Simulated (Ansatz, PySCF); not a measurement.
Gas-phase reaction (SMILES): FB(Br)Br [dibromo(fluoro)borane] + F (HF) → FB(F)Br + Br (HBr); hydrogen fluoride cleaves one B-Br bond, a model of a ligand-exchange step.

Structures are relaxed separately at B3LYP-D3(BJ)/def2-TZVP in Ansatz (a first-principles code). Valence correlation only, unless marked. No spin-orbit coupling. Frozen are the shells of the preceding noble gas and the d and f shells that filled before the atom's block. No relativistic terms. CBS(X,Y): correlation extrapolated as X^-3; Hartree-Fock from the larger set. Thermal terms are rigid-rotor harmonic-oscillator values from B3LYP-D3(BJ) frequencies (Ansatz or PySCF) at 298.15 K and 1 atm. 1 Eh = 627.5095 kcal/mol.

| species | E, CCSD(T)/CBS(cc-pVTZ,cc-pVQZ) (Ansatz) (Eh) | E, B3LYP-D3(BJ)/def2-TZVPD (Ansatz + dftd3) (Eh) | H - E (Eh) | G - E (Eh) |
|---|---|---|---|---|
| FB(Br)Br | -5270.07412 | -5273.25275 | 0.01343 | -0.02189 |
| F (HF) | -100.39146 | -100.49389 | 0.01259 | -0.00713 |
| FB(F)Br | -2797.21046 | -2798.98446 | 0.01510 | -0.01756 |
| Br (HBr) | -2573.28320 | -2574.79060 | 0.00927 | -0.01328 |

Q: Work out ΔE and ΔH, ΔG, ΔS and the equilibrium constant at 298.15 K at the first level, then ΔH at the second.

A: 
1. ΔE = [(-2797.21046) + (-2573.28320)] - [(-5270.07412) + (-100.39146)] = -0.02808 Eh = -17.6 kcal/mol at CCSD(T)/CBS(cc-pVTZ,cc-pVQZ).
2. The terms H - E add up to -0.00165 Eh, so ΔH = (-0.02808 + (-0.00165))×627.5095 = -18.7 kcal/mol.
3. The terms G - E add up to -0.00182 Eh, so ΔG = -18.8 kcal/mol, and ΔS = (-0.00165 - (-0.00182))×627509.5/298.15 = 0.4 cal/(mol K).
4. log10 K = -ΔG/(RT ln 10) = 13.8, with RT ln 10 = 1.3642 kcal/mol.
5. At B3LYP-D3(BJ)/def2-TZVPD the same steps give ΔE = -17.8 and ΔH = -18.9 kcal/mol, a shift of -0.2 from the first level.
6. These values are not checked against measurement here, since the tables used lack a sound gas-phase enthalpy of formation for at least one species.
